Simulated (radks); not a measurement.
Initial-state core-level shifts of neutral silicon when its valence configuration changes from [Ne] 3s2 3p2. All-electron calculation, non-relativistic Kohn-Sham, PBEsol, spin-polarised, spherical densities, point nucleus; open shells are filled with parallel spins first. Program: a radial shooting solver on a logarithmic mesh with Libxc functionals. Shifts are changes of the shell-averaged eigenvalues in eV (positive: less bound); the change of the density at the nucleus, which sets a Mossbauer isomer shift, is in e/bohr^3, on a base of 1763.

\begin{tabular}{lrrrr}
valence & 1s & 2s & 2p & density at nucleus \\ \hline
3s1.5 3p2.5 & -0.501 & -0.509 & -0.502 & -2.1139 \\
3s1 3p3 & -0.834 & -0.869 & -0.852 & -4.2974 \\
3s0.5 3p3.5 & -2.163 & -2.137 & -2.116 & -6.5365 \\
3p4 & -3.268 & -3.196 & -3.170 & -8.8481 \\
\end{tabular}
